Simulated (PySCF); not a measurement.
Gas-phase reaction: CuI + 2 H = CuH + HI

Energies from PySCF, thermal terms from the rigid-rotor harmonic-oscillator model, ideal gas at 1 bar. † marks an energy on the PBE0/def2-TZVP geometry and frequencies. MP2 freezes the core. Open shells (unrestricted): H (multiplicity 2); the rest are closed-shell singlets. I: scalar-relativistic def2 core potential, no spin-orbit coupling. Cu: all electrons, no relativistic terms. MP2 isn't extrapolated to the basis-set limit; its ΔH°(298 K) is -211.4 kJ in def2-SVP and -257.3 kJ in def2-TZVPP. The harmonic model lacks anharmonicity and excited electronic states, which grow with temperature; levels with a mode under 35 cm⁻¹ are left out.

```tsv
level	ΔE electronic, kJ	ΔH°(298 K), kJ	ΔS°(298 K), J/K	ΔG°(2500 K), kJ
HF/def2-TZVP†	-153	-135	-83	121
M06-2X/def2-TZVP†	-264	-246	-83	10
MP2/def2-TZVPP†	-276	-257	-83	-2
PBE0/def2-QZVP†	-285	-266	-83	-11
PBE0/def2-SVP†	-270	-252	-83	4
LDA/def2-TZVP†	-348	-329	-83	-74
```
ΔH° is lowest at LDA/def2-TZVP† and highest at HF/def2-TZVP†. No reference value is set beside these.
